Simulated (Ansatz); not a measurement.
Mulliken charges of C3H2F4O, SMILES `FC(F)C1OC1(F)F` from B3LYP/def2-TZVPP in Ansatz (PBE0-D4/def2-TZVP geometry).

```csv
atom,x (Å),y (Å),z (Å),charge (e)
F1,-1.621,-1.624,0.217,-0.194
C2,-0.349,-1.170,0.262,0.326
F3,0.195,-1.577,1.432,-0.196
C4,-0.354,0.330,0.239,-0.025
O5,-0.502,0.929,-1.083,-0.281
C6,0.680,1.074,-0.444,0.502
F7,1.736,0.483,-0.997,-0.178
F8,1.021,2.302,-0.079,-0.170
H9,0.210,-1.608,-0.569,0.082
H10,-0.933,0.810,1.024,0.134
```

Question: By hand: the dipole of these point charges (1 e Å = 4.8032 D).

Answer: Σ q r = (0.063, 0.012, 0.120) e Å, of length 0.136 e Å = 0.65 D.

Question: How does the dipole of the full density compare? (Estimate.)

Answer: Computed: (0.017, -0.006, 0.087) e Å, 0.43 D; the point charges give 1.51 times that, at 19° from its direction.

Point charges leave out the atoms' own dipoles, such as those of lone pairs, and Mulliken's split depends on the basis, so the two needn't agree.

B3LYP here is the variant with VWN-RPA as its local correlation; programs differ in this.
